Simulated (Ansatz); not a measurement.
Consider the cleavage of the B–Ge bond: `[BH2][GeH2][SiH3]` + `[OH][Ga]([Cl])[O][SiH3]` → `B[O][Ga]([Cl])[O][SiH3]` + `[SiH3][GeH3]`.

Program: Ansatz. Geometries: PBE0-D4/def2-TZVP. ΔE: electronic, gas phase. CBS: MP2 limit from def2 TZ/QZ plus the TZ coupled-cluster correction, frozen cores. DFT in def2-TZVPP. For Ga, Ge outer-core shells are correlated without core-valence functions, which leaves a few kJ/mol of doubt a bond. Scalar relativity is left out up to krypton. One conformer a species, not always the lowest.

`[BH2][GeH2][SiH3]`:

```xyz
10

B     1.598   -0.959    0.669
Ge    0.566   -0.018   -0.819
Si   -1.512    0.666    0.155
H     1.453   -2.128    0.863
H     2.294   -0.334    1.411
H     0.221   -0.921   -2.018
H     1.249    1.255   -1.351
H    -2.331    1.389   -0.853
H    -2.272   -0.520    0.631
H    -1.267    1.568    1.311
```

`[OH][Ga]([Cl])[O][SiH3]`:

```xyz
9

O     2.192   -1.902   -0.623
Ga    1.081   -0.908    0.320
Cl    1.195   -0.912    2.431
O    -0.119    0.084   -0.510
Si   -1.319    1.123   -0.098
H     2.047   -1.820   -1.569
H    -2.389    0.420    0.660
H    -0.796    2.235    0.740
H    -1.891    1.679   -1.350
```

`B[O][Ga]([Cl])[O][SiH3]`:

Z-matrix (Å, degrees):
```
Si
O 1 1.640
H 1 1.487 2 110.7
H 1 1.484 2 107.7 3 -119.5
H 1 1.487 2 110.8 3 121.0
Ga 2 1.752 1 142.7 3 -67.4
O 6 1.787 2 122.5 1 1.4
Cl 6 2.104 2 119.9 1 -178.0
B 7 1.347 6 125.2 2 7.5
H 9 1.207 7 121.1 6 0.9
H 9 1.200 7 117.9 6 -179.2
```

`[SiH3][GeH3]`:

```xyz
8

Si   -0.994    0.386    0.551
Ge    0.976   -0.378   -0.540
H    -1.565    1.547   -0.181
H    -0.679    0.803    1.943
H    -2.008   -0.700    0.594
H     0.659   -0.821   -1.979
H     1.580   -1.576    0.212
H     2.031    0.739   -0.599
```

CCSD(T)/CBS gives -32.3 kcal/mol.

Question: Another level gave -31.4 kcal/mol. Which?
A. ωB97X-V/def2-TZVPP
B. HF/def2-TZVPP
C. PBE-D4/def2-TZVPP
D. r2SCAN/def2-TZVPP

Answer: C. PBE-D4 -31.4, r2SCAN -32.8, ωB97X-V -33.9, HF/def2-TZVPP -36.9 kcal/mol.

Largest T1 diagnostic among the species: 0.014.

From PBE to PBE0 (25 % exact exchange), in def2-TZVPP and without D4, ΔE moves by −0.9 kcal/mol. In def2-TZVPP, CCSD(T) changes the Hartree–Fock value by +3.3 kcal/mol (the triples alone add +0.1 kcal/mol) and MP2 by +3.2 kcal/mol.
